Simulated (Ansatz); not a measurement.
```yaml
crystal:
  periodic: [false, false, false]
  atoms:
    - {symbol: F, position_ang: [0.774898, -1.742827, -1.227367]}
    - {symbol: Si, position_ang: [-0.147910, -0.830275, -0.125359]}
    - {symbol: C, position_ang: [0.049710, 0.859394, -0.009530]}
    - {symbol: S, position_ang: [1.032939, 0.335247, 1.205022]}
    - {symbol: H, position_ang: [-1.402358, -1.692407, 0.415513]}
    - {symbol: H, position_ang: [0.633086, 1.325108, -0.959267]}
    - {symbol: H, position_ang: [-0.517816, 1.643127, 0.539977]}
basis:
  gaussian: {orbitals: def2-mTZVP}
hamiltonian: {xc: {name: B2GP-PLYP}}
output: {forces: true}
```

```sh
$ ansatz run in.yaml --threads 2 --pin off --events-out ev --progress --plain --max-ram 4352MiB
```

It prints (some lines left out):

```
Functional definition: B2GP-PLYP
803 factors; integrals over basis functions are off by at most 1.2e-3 eV
mean field evaluation 1: about -22493.3754 eV, gradient 4.1e1 eV
mean field evaluation 2: about -22493.4313 eV, gradient 4.1e1 eV
mean field evaluation 4: about -22496.7466 eV, gradient 3.2e0 eV
mean field evaluation 8: about -22496.7682 eV, gradient 3.0e-1 eV
mean field evaluation 16: about -22496.7685 eV, gradient 1.3e-4 eV
mean field -22496.76848055 eV, -826.7409928030 hartree, gradient 7.8e-6 eV, S^2 0.000000; 0 other end points of the search recorded, 0 dependent functions left out
12 core orbitals not correlated: weight in the atoms' cores, before any rotation towards them, 1.000 or more for the frozen orbitals, at most 0.000 for the correlated occupied ones
reference -22496.76859371 eV, -826.7409969614 hartree; 12, 12 occupied and 67, 67 virtual orbitals, 803 factors
second order -17.54218160 eV of doubles, -0.00000000 eV of singles
Total energy: -22503.08377909 eV, -826.9730757434 hartree
Atom 0 at     0.774898    -1.742827    -1.227367 Å, force    -1.804382     1.631664     1.498895 eV/Å
Atom 1 at    -0.147910    -0.830275    -0.125359 Å, force    -0.043633    -5.615863     0.471281 eV/Å
Atom 2 at     0.049710     0.859394    -0.009530 Å, force    -1.543457     7.953413    -5.305327 eV/Å
Atom 3 at     1.032939     0.335247     1.205022 Å, force     4.028953    -3.891169     4.219475 eV/Å
Atom 4 at    -1.402358    -1.692407     0.415513 Å, force     1.782504     1.140013    -0.915834 eV/Å
Atom 5 at     0.633086     1.325108    -0.959267 Å, force    -1.516579    -0.702595     2.035714 eV/Å
Atom 6 at    -0.517816     1.643127     0.539977 Å, force    -0.903406    -0.515463    -2.004204 eV/Å
Dipole moment:    -0.510129     0.176760    -0.103648 e Å
```

It took 4.6 s on 2 threads of an Intel Xeon Platinum 8259CL on a shared host, with 0.19 GiB of host memory at the peak.
